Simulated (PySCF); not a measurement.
Si(F)(Br)(OH)(OMe) (CH4BrFO2Si), SMILES CO[Si](O)(F)Br.

The structure is a stationary point at B3LYP-D3(BJ)/def2-SVP. Other conformers were not sampled.

Two levels are set side by side: PBE/def2-TZVP (PySCF) and HF/def2-TZVP (PySCF). Same geometry, gas phase. Differences are taken from unrounded values.

| quantity | HF | PBE | PBE minus HF |
|---|---|---|---|
| orbital gap (eV) | 15.19 | 6.47 | -8.73 |
| highest occupied level (eV) | -11.89 | -7.26 | 4.64 |
| lowest empty level (eV) | 3.30 | -0.79 | -4.09 |
| dipole moment (D) | 2.27 | 2.02 | -0.25 |
| mean polarisability (bohr³) | 53.9 | 61.9 | 8.1 |

PBE's occupied levels lie high since its potential decays too fast outside the molecule; exact exchange lowers them and widens the gap. PBE's more diffuse valence density responds more strongly to a field. Differences between two approximate levels are no errors against the true value.

Rough cost on one machine, each run with all the roots and properties that it gave: HF against PBE about 1/2.
